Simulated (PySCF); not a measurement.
**Worked example: oscillator strength and radiative lifetime**

CH8N2Si3, SMILES N1=C[SiH2]N[SiH2][SiH2]1.

Geometry: PBE0-D3(BJ)/def2-SVP. The structure was generated by enumeration, and PubChem lists no compound with its InChIKey, so it may never have been made.

TDDFT-PBE/def2-SVPD (PySCF) puts the first singlet state with f over 0.02 at 3.87 eV (vertical), with the transition dipole (0.054, -0.539, -0.018) in atomic units.

**Question.** Find the oscillator strength, the wavelength and the radiative lifetime that this transition would have in vacuum if emission retraced absorption.

**Answer.** 
|μ|² = 0.2938 au, so |μ| = 1.38 D. ΔE = 3.87/27.211 = 0.1422 hartree. f = (2/3) ΔE |μ|² = 0.028 (the program prints 0.028).
λ = 1239.84/3.87 = 320 nm; ν = 31214 cm⁻¹.
Einstein's coefficient A = 0.6670 ν² f s⁻¹ (ν in cm⁻¹) = 1.8e7 s⁻¹, so τ = 1/A = 55 ns. This state is S2; the lower singlet has f = 0.000. The figure is the radiative limit of this one transition; relaxation, internal conversion, crossing to triplets and a medium change what is measured.
